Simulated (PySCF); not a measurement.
Computed IR spectrum (relative IR intensity) of a molecule C₄H₆. The structure is a stationary point at B3LYP-D3(BJ)/def2-SVP. One conformer was computed; it need not be the lowest. Method: B3LYP-D3(BJ)/def2-SVP (PySCF). Frequencies are harmonic and unscaled.

```csv
ν (cm⁻¹),relative intensity
646,93
864,30
898,2.7
902,33
1089,9.9
1213,2.8
1231,4.8
1322,24
3033,86
3038,88
3091,100
3172,26
3203,39
```

Q: Which structure fits?
A) C#CCC
B) C=C=CC
C) C1=CCC1
D) C=CC=C

A: C, C1=CCC1
